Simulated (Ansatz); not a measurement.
Saddle point of GeH$_{4}$, singlet (GeH₂ + H₂ → GeH₂ + H₂; bonds formed: Ge1–H4, H2–H3; bonds broken: Ge1–H2, H3–H4), PBE0-D4/def2-TZVP structure:

```xyz
5
angstrom
Ge -0.6853 -0.6755 -0.1369
H 0.8424 -0.2673 -0.7685
H 0.7989 0.1208 0.2591
H 0.1740 0.0200 1.1582
H -1.1302 0.8019 -0.5119
```

Energies are electronic, without zero-point energy. Barriers and step energies count from the start structure reached by relaxing down the imaginary mode; all methods use the PBE0-D4 structures, on which another method's saddle can fall below an end. Program: Ansatz 0.2.0. Basis: def2-TZVPP, with def2-QZVPP for the basis limit. Cores are frozen in the correlated methods. Filled d shells of the heavier atoms are correlated. The def2 sets are not built for correlating such inner shells, so the correlated values are less sure here. B3LYP uses VWN-RPA correlation. Extrapolation: Hartree–Fock as exp(−7.88 √X), correlation as X^−2.97.

```csv
method,barrier (kcal/mol),step energy (kcal/mol)
SPW92,3.59,0.00
PBE-D4,8.04,0.00
BLYP-D4,11.37,0.00
r2SCAN-D4,?,0.00
B97M-V,9.15,0.00
PBE0-D4,9.89,0.00
B3LYP-D4,12.42,0.00
r2SCAN0-D4,10.22,0.00
BHLYP-D4,15.08,0.00
CAM-B3LYP-D4,?,0.00
wB97X-V,12.88,0.00
wB97M-V,12.48,0.00
B2PLYP,12.76,0.00
PBE-QIDH,11.66,0.00
RPA on PBE,13.04,0.00
HF,21.78,0.00
MP2,?,0.00
CCSD,14.44,0.00
CCSD(T),13.14,0.00
```

Fill in the withheld barriers. (An estimate is asked for; the value comes from the calculation.)

Computed: CAM-B3LYP-D4 12.68; MP2 12.44; r2SCAN-D4 8.50 kcal/mol. Each is the energy of the saddle less that of the start structure, by the same method.

For comparison, the barrier by CCSD(T) at an estimated basis limit (MP2 extrapolated from triple and quadruple zeta, plus CCSD(T) − MP2 in triple zeta) is 11.83 kcal/mol.

The T1 diagnostic stays at or below 0.014.

For scale, one of the runs: CCSD(T)/def2-TZVPP, 104 basis functions (an equivalent command: `ansatz run in.yaml --threads 2`). The run took about 2.3 s on 2 CPU threads (shared host).
